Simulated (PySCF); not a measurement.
A run for PySCF: D3(BJ) and D4 dispersion corrections on C3H8Si (a complex), monomers drawn apart or pushed together.

```python
from pyscf import gto
from pyscf.dispersion import dftd3, dftd4

mol = gto.M(
    atom='''
    Si   -0.18064048   -0.03076817    0.10956112
    H    -0.64126556   -1.42512559    0.28734278
    H    -1.04138539    0.88637235    0.88805706
    H    -0.26707869    0.32864671   -1.32622388
    H     1.22299109    0.09719007    0.55753173
    C     0.34439101   -1.21990546    6.40246023
    C     0.37899036    0.06076400    6.62492041
    C     0.41158125    1.34285880    6.83419371
    H     1.22752255   -1.75850073    6.07857842
    H    -0.56801369   -1.79008262    6.53300849
    H     0.65305664    1.74957336    7.80930810
    H     0.19722876    2.04506881    6.03673146
    ''',
    basis='def2-svp',
    charge=0, spin=0, verbose=0, max_memory=1800)
d3, d4 = {}, {}
for xc in ['hf', 'pbe', 'blyp', 'revpbe', 'tpss', 'r2scan', 'b3lyp', 'pbe0', 'bhlyp', 'camb3lyp', 'b2plyp']:
    d3[xc] = float(dftd3.DFTD3Dispersion(mol, xc=xc, version='d3bj', atm=False).get_dispersion()['energy'])
    print(f'D3(BJ) {xc:10s} {d3[xc]:14.8f} Eh')
for xc in ['hf', 'pbe', 'blyp', 'revpbe', 'tpss', 'r2scan', 'b3lyp', 'pbe0', 'bhlyp', 'camb3lyp', 'b2plyp']:
    d4[xc] = float(dftd4.DFTD4Dispersion(mol, xc={'camb3lyp': 'cam-b3lyp'}.get(xc, xc), atm=True).get_dispersion()['energy'])
    print(f'D4     {xc:10s} {d4[xc]:14.8f} Eh')
```

Output:

```
D3(BJ) hf            -0.05197704 Eh
D3(BJ) pbe           -0.00539492 Eh
D3(BJ) blyp          -0.01135599 Eh
D3(BJ) revpbe        -0.01416805 Eh
D3(BJ) tpss          -0.00665825 Eh
D3(BJ) r2scan        -0.00148514 Eh
D3(BJ) b3lyp         -0.00923832 Eh
D3(BJ) pbe0          -0.00453616 Eh
D3(BJ) bhlyp         -0.00712840 Eh
D3(BJ) camb3lyp      -0.00394859 Eh
D3(BJ) b2plyp        -0.00416894 Eh
D4     hf            -0.01913833 Eh
D4     pbe           -0.00474678 Eh
D4     blyp          -0.01079306 Eh
D4     revpbe        -0.01704599 Eh
D4     tpss          -0.00641825 Eh
D4     r2scan        -0.00121088 Eh
D4     b3lyp         -0.00759295 Eh
D4     pbe0          -0.00393873 Eh
D4     bhlyp         -0.00525333 Eh
D4     camb3lyp      -0.00391212 Eh
D4     b2plyp        -0.00328245 Eh
```

The run finished.

Cost: about 0.020 core-seconds (a rough figure).
